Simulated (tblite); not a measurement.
**Question.** Write a Z-matrix for InChI=1S/C7H9Si/c8-6-7-4-2-1-3-5-7/h2-5H,6H2,8H3 as optimised with GFN2-xTB. (Doublet state.)

**Answer.** 
Z-matrix in Å and degrees, rows numbered from 1:
```
Si
C   1  1.9108
C   2  1.4949  1  110.42
C   3  1.3894  2  120.37  1    89.12
C   4  1.3925  3  120.70  2  -178.50
C   5  1.3634  4  117.47  3     0.32
C   6  1.3634  5  124.45  4    -0.32
C   3  1.3894  2  120.38  1   -88.98
H   1  1.4641  2  108.46  3   179.95
H   1  1.4628  2  108.93  3    59.99
H   1  1.4629  2  108.95  3   -60.02
H   2  1.0907  1  109.50  3   121.25
H   2  1.0907  1  109.54  3  -121.23
H   4  1.0815  3  119.91  2     1.69
H   5  1.0797  4  120.29  3  -179.69
H   7  1.0797  6  122.25  5  -179.76
H   8  1.0815  3  119.88  2    -1.71
```

The C–C distances run from 1.363 Å (C5–C6, aromatic) to 1.495 Å (C2–C3, drawn single), a spread of 0.132 Å. Of the pairs four or more bonds apart, H12···H14 is among the closest relative to their van der Waals radii: 2.45 Å, 102 % of the sum of Bondi's values. C3 (carbon bonded to 3 C) is planar (angles 120.4°, 120.4° and 119.2°, sum 360.0°, 0.01 Å off the plane of its three neighbours). C4 (carbon bonded to 2 C and H) is planar (angles 120.7°, 119.9° and 119.4°, sum 360.0°, 0.00 Å off the plane of its three neighbours).

Computed geometry: GFN2-xTB, gas phase. This method treats the open shell by occupation alone, without spin polarisation.

Point group: Cs (every atom within 0.08 Å of its image). Its GFN2-xTB frequencies are all real (lowest 45 cm⁻¹). Torsions: Si1–C2–C3–C4 89°. 2 starts were optimised and ended at 0.00 and 0.02 kcal/mol (GFN2-xTB); the lowest of these is shown.

One conformer stands for the species.
